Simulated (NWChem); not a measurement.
System: C2H7FSi2; SMILES F/C([SiH3])=C\[SiH3]

Results from NWChem. Pople sets run with spherical d functions. Coordinates come from a PBE-D3(BJ)/def2-SVP optimisation. Static field.

Task: Order these by “isotropic polarisability (bohr³)”, lowest first: B3LYP/def2-SVP; B3LYP/def2-SVPD; B3LYP/6-31G*; B3LYP/6-31+G*.

Result: B3LYP/6-31G* (68.6), B3LYP/def2-SVP (74.1), B3LYP/6-31+G* (78.0), B3LYP/def2-SVPD (85.8)
